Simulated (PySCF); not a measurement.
PySCF input file for GeSe, SMILES [Se]=[Ge] (connectivity only; charge and spin as stated), neutral, multiplicity 1, ADC(2)/aug-cc-pVDZ. Geometry: B3LYP-D3(BJ)/def2-TZVP.

```python
import numpy as np
from pyscf import gto, scf, dft, adc

mol = gto.M(
    atom='''
    Ge    0.00000000    0.00000000   -1.11111328
    Se    0.00000000    0.00000000    1.04575368
    ''',
    basis='aug-cc-pVDZ',
    charge=0,
    spin=0,
    max_memory=1600,
    verbose=4,
)
mf = scf.RHF(mol)
mf.conv_tol = 1e-10
mf.max_cycle = 100
mf.kernel()
res = {}
for kind, nroots in (('ee', 6), ('ip', 6), ('ea', 2)):
    a = adc.ADC(mf).density_fit('aug-cc-pvdz-ri')
    a.method, a.method_type = 'adc(2)', kind
    e, v, p, x = a.kernel(nroots=nroots)
    res[kind] = (e * 27.211386245988, p)
for kind, (e, p) in res.items():
    print(kind, 'energies / eV', np.round(e, 3), 'strengths', np.round(p, 4))
```

Output:

```
PySCF version 2.14.0

[INPUT] verbose = 4
[INPUT] num. atoms = 2
[INPUT] num. electrons = 66
[INPUT] charge = 0
[INPUT] spin (= nelec alpha-beta = 2S) = 0
[INPUT] symmetry False subgroup None
[INPUT] Mole.unit = angstrom
[INPUT] Symbol           X                Y                Z      unit          X                Y                Z       unit  Magmom
[INPUT]  1 Ge     0.000000000000   0.000000000000  -1.111113280000 AA    0.000000000000   0.000000000000  -2.099699792567 Bohr   0.0
[INPUT]  2 Se     0.000000000000   0.000000000000   1.045753680000 AA    0.000000000000   0.000000000000   1.976188048956 Bohr   0.0

nuclear repulsion = 266.935706354814
number of shells = 18
number of NR pGTOs = 172
number of NR cGTOs = 72
basis = aug-cc-pVDZ
ecp = {}


[settings echo left out]
init E= -4473.68277043153
  HOMO = -0.264747160751527  LUMO = -0.0365707581609357  gap/eV = 6.20900
cycle= 1 E= -4475.12681328236  delta_E= -1.44  |g|= 0.364  |ddm|= 1.23
  HOMO = -0.314215302159568  LUMO = -0.0310376262505177  gap/eV = 7.70566
cycle= 2 E= -4475.14917271993  delta_E= -0.0224  |g|= 0.341  |ddm|= 0.892
  HOMO = -0.35298898487748  LUMO = -0.00325383427528525  gap/eV = 9.51678
cycle= 3 E= -4475.1925463048  delta_E= -0.0434  |g|= 0.0252  |ddm|= 0.375
  HOMO = -0.354155640725479  LUMO = 0.00438119612671962  gap/eV = 9.75628
cycle= 4 E= -4475.19299854538  delta_E= -0.000452  |g|= 0.00729  |ddm|= 0.0781
  HOMO = -0.355066496243652  LUMO = 0.00374372666790939  gap/eV = 9.76372
cycle= 5 E= -4475.19303361431  delta_E= -3.51e-05  |g|= 0.00183  |ddm|= 0.019
  HOMO = -0.354445263426154  LUMO = 0.00364335464931714  gap/eV = 9.74409
cycle= 6 E= -4475.19303590895  delta_E= -2.29e-06  |g|= 0.000607  |ddm|= 0.00452
  HOMO = -0.354520144496337  LUMO = 0.00358182336200244  gap/eV = 9.74445
cycle= 7 E= -4475.19303636148  delta_E= -4.53e-07  |g|= 0.000216  |ddm|= 0.00226
  HOMO = -0.354502929885394  LUMO = 0.00358255579503281  gap/eV = 9.74400
cycle= 8 E= -4475.19303642958  delta_E= -6.81e-08  |g|= 3.29e-05  |ddm|= 0.00111
  HOMO = -0.354496048844815  LUMO = 0.0035824701349542  gap/eV = 9.74381
cycle= 9 E= -4475.19303643078  delta_E= -1.2e-09  |g|= 6.46e-06  |ddm|= 0.000144
  HOMO = -0.354496669643376  LUMO = 0.00358175778242936  gap/eV = 9.74381
cycle= 10 E= -4475.19303643082  delta_E= -3.37e-11  |g|= 1.21e-06  |ddm|= 1.84e-05
  HOMO = -0.354496651202773  LUMO = 0.00358167709707653  gap/eV = 9.74381
Extra cycle  E= -4475.19303643082  delta_E= -9.09e-12  |g|= 4.94e-07  |ddm|= 2.53e-06
converged SCF energy = -4475.19303643082

******** <class 'pyscf.adc.radc.RADC'> ********
******** ADC Orbital Information ********
Number of Frozen Occupied Orbitals: 0
Number of Frozen Virtual Orbitals: 0
Number of Active Occupied Orbitals: 33
Number of Active Virtual Orbitals: 39
*****************************************
******** <class 'pyscf.df.df.DF'> ********
auxbasis = aug-cc-pvdz-ri
Reference correlation energy (doubles): -0.25217847
MP2 correlation energy of reference state (a.u.) = -0.25217847

******** <class 'pyscf.adc.radc_ee.RADCEE'> ********
max_space = 12
max_cycle = 50
conv_tol = 1e-08

*************************************************************
        ADC calculation summary (singlet states only)
*************************************************************
adc(2) root 0  |  Energy (Eh) =   0.1304641673  |  Energy (eV) =   3.55011082  |  Osc. strength = 0.00000000  |  conv = True
adc(2) root 1  |  Energy (Eh) =   0.1337215761  |  Energy (eV) =   3.63874943  |  Osc. strength = 0.00000000  |  conv = True
adc(2) root 2  |  Energy (Eh) =   0.1337215774  |  Energy (eV) =   3.63874946  |  Osc. strength = 0.00000000  |  conv = True
adc(2) root 3  |  Energy (Eh) =   0.1467644651  |  Energy (eV) =   3.99366452  |  Osc. strength = 0.00951406  |  conv = True
adc(2) root 4  |  Energy (Eh) =   0.1467644651  |  Energy (eV) =   3.99366452  |  Osc. strength = 0.00951406  |  conv = True
adc(2) root 5  |  Energy (Eh) =   0.1751040656  |  Energy (eV) =   4.76482432  |  Osc. strength = 0.38567563  |  conv = True

******** <class 'pyscf.adc.radc.RADC'> ********
******** ADC Orbital Information ********
Number of Frozen Occupied Orbitals: 0
Number of Frozen Virtual Orbitals: 0
Number of Active Occupied Orbitals: 33
Number of Active Virtual Orbitals: 39
*****************************************
******** <class 'pyscf.df.df.DF'> ********
auxbasis = aug-cc-pvdz-ri
Reference correlation energy (doubles): -0.25217847
MP2 correlation energy of reference state (a.u.) = -0.25217847

******** <class 'pyscf.adc.radc_ip.RADCIP'> ********
max_space = 12
max_cycle = 50
conv_tol = 1e-08

*************************************************************
        ADC calculation summary (doublet states only)
*************************************************************
adc(2) root 0  |  Energy (Eh) =   0.3408763264  |  Energy (eV) =   9.27571730  |  Spec. factor = 1.77649477  |  conv = True
adc(2) root 1  |  Energy (Eh) =   0.3408763275  |  Energy (eV) =   9.27571733  |  Spec. factor = 1.77649476  |  conv = True
adc(2) root 2  |  Energy (Eh) =   0.3515147969  |  Energy (eV) =   9.56520483  |  Spec. factor = 1.80411593  |  conv = True
adc(2) root 3  |  Energy (Eh) =   0.5182478231  |  Energy (eV) =  14.10224157  |  Spec. factor = 1.56930690  |  conv = True
adc(2) root 4  |  Energy (Eh) =   0.7125744725  |  Energy (eV) =  19.39013904  |  Spec. factor = 0.00002030  |  conv = True
adc(2) root 5  |  Energy (Eh) =   0.7125747797  |  Energy (eV) =  19.39014740  |  Spec. factor = 0.00000563  |  conv = True

******** <class 'pyscf.adc.radc.RADC'> ********
******** ADC Orbital Information ********
Number of Frozen Occupied Orbitals: 0
Number of Frozen Virtual Orbitals: 0
Number of Active Occupied Orbitals: 33
Number of Active Virtual Orbitals: 39
*****************************************
******** <class 'pyscf.df.df.DF'> ********
auxbasis = aug-cc-pvdz-ri
Reference correlation energy (doubles): -0.25217847
MP2 correlation energy of reference state (a.u.) = -0.25217847

******** <class 'pyscf.adc.radc_ea.RADCEA'> ********
max_space = 12
max_cycle = 50
conv_tol = 1e-08

*************************************************************
        ADC calculation summary (doublet states only)
*************************************************************
adc(2) root 0  |  Energy (Eh) =  -0.0233730614  |  Energy (eV) =  -0.63601340  |  Spec. factor = 1.85753038  |  conv = True
adc(2) root 1  |  Energy (Eh) =  -0.0233730614  |  Energy (eV) =  -0.63601340  |  Spec. factor = 1.85753038  |  conv = True
ee energies / eV [3.55  3.639 3.639 3.994 3.994 4.765] strengths [0.     0.     0.     0.0095 0.0095 0.3857]
ip energies / eV [ 9.276  9.276  9.565 14.102 19.39  19.39 ] strengths [1.7765 1.7765 1.8041 1.5693 0.     0.    ]
ea energies / eV [-0.636 -0.636] strengths [1.8575 1.8575]
```

The calculation finished and met its thresholds.
